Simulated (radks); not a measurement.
Species: Cl VI. Configuration: [Ne] 3s2. Calculated with a radial shooting solver on a logarithmic mesh with Libxc functionals: non-relativistic Kohn-Sham, PBE, spin-polarised, spherical densities, point nucleus.

Normalised radial functions P(r) = r R(r), r in bohr:

r             2p       3s
0.009362  0.0127   0.1176
0.01181   0.0198   0.1420
0.01489   0.0306   0.1695
0.01878   0.0471   0.1991
0.02368   0.0720   0.2291
0.02986   0.1087   0.2565
0.03736   0.1600   0.2762
0.04712   0.2351   0.2833
0.05942   0.3387   0.2685
0.07494   0.4765   0.2227
0.0945    0.6508   0.1379
0.1192    0.8575   0.0112
0.1503    1.0820  -0.1497
0.188     1.2893  -0.3161
0.2371    1.4539  -0.4600
0.2991    1.5207  -0.5210
0.3771    1.4538  -0.4468
0.4756    1.2487  -0.2127
0.5998    0.9432   0.1535
0.7564    0.6099   0.5607
0.9464    0.3347   0.8691
1.193     0.1434   0.9866
1.505     0.0459   0.8562
1.898     0.0101   0.5664
2.394     0.0014   0.2778
3.019     0.0001   0.0948
3.807     0.0000   0.0207

2p: eigenvalue -276.22 eV, 0 radial nodes, <r> = 0.404 bohr, 90 % of the charge inside 0.669 bohr. 3s: eigenvalue -89.137 eV, 2 radial nodes at r = 0.121, 0.548 bohr, <r> = 1.31 bohr, 90 % of the charge inside 1.93 bohr.
